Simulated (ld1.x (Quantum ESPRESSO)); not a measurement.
## u(r) = r·R(r): atom against pseudo-atom (phosphorus (P))

Columns: radius, all-electron u(r) and pseudo u(r) of the 3s shell (level -18.35 eV) of phosphorus in the configuration [Ne] 3s2 3p2.5; PBE, non-relativistic, TM scheme, ld1.x (Quantum ESPRESSO) 7.5.

```csv
r (bohr),all-electron,pseudo
0.084,0.1629,0.0248
0.168,-0.0938,0.0507
0.252,-0.3011,0.0786
0.336,-0.3802,0.1096
0.420,-0.3519,0.1450
0.504,-0.2542,0.1858
0.588,-0.1198,0.2330
0.672,0.0280,0.2873
0.756,0.1740,0.3485
0.840,0.3091,0.4155
0.924,0.4284,0.4862
1.008,0.5299,0.5571
1.092,0.6134,0.6242
1.176,0.6800,0.6833
1.260,0.7307,0.7314
1.344,0.7667,0.7667
1.428,0.7896,0.7896
1.512,0.8009,0.8009
1.596,0.8025,0.8025
1.680,0.7958,0.7958
1.764,0.7823,0.7823
1.848,0.7633,0.7633
1.932,0.7401,0.7401
2.016,0.7135,0.7135
2.100,0.6846,0.6846
2.184,0.6540,0.6540
```

Problem. How many radial nodes do the two functions have?

Solution. The all-electron 3s function has n − l − 1 = 2; the pseudo-wave has 0, since the states of the same l below it are removed with the core.

Problem. At about which radius was the pseudo-wave matched?

Solution. 1.48 bohr. The columns agree to 0.0005 from 1.34 bohr on; several derivatives are matched, so the curves merge somewhat inside the radius.

Problem. Is the pseudo-wave norm-conserving?

Solution. Yes: the TM scheme keeps the norm inside the radius equal to the all-electron one, which fixes the energy derivative of the logarithmic derivative at the level.
